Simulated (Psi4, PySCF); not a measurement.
singlet silylene (H$_{2}$Si), singlet, geometry from GFN2-xTB. Base run: PBE0/6-31G*, TDA (PySCF).

Input for PySCF:
```python
from pyscf import gto, scf, dft, tdscf

mol = gto.M(
    atom='''
Si   -0.006668   -0.002780    0.122759
H     0.047787    1.131724   -0.834069
H     0.045568   -1.092808   -0.884561
''',
    basis='6-31g*',
    charge=0,
    spin=0,
    verbose=4,
)

mf = dft.RKS(mol)
mf.xc = 'pbe0'
mf.kernel()
td = mf.TDA()
td.nstates = 5
td.kernel()
td.analyze()
```

Programs used: Psi4, PySCF; a row that names a program was run with it.

Variants of this job, named by their change:

```csv
change,first excitation (eV),oscillator strength of the first,second (eV)
base,2.30,0.034,4.83
functional = bhandhlyp,2.35,0.037,5.16
states = triplets,0.77,-,4.21
code = psi4,2.30,0.035,4.83
conv_tol = 1e-3,2.30,0.034,4.83
basis = aug-cc-pVDZ,2.23,0.022,4.72
functional = wb97x,2.26,0.034,4.97
response = full linear response,2.11,0.019,4.82
nstates = 15,2.30,0.034,4.83
nstates = 10,2.30,0.034,4.83
functional = camb3lyp,2.27,0.033,4.89
```

An iterative solver can miss low states, so a row lists the states that it found.
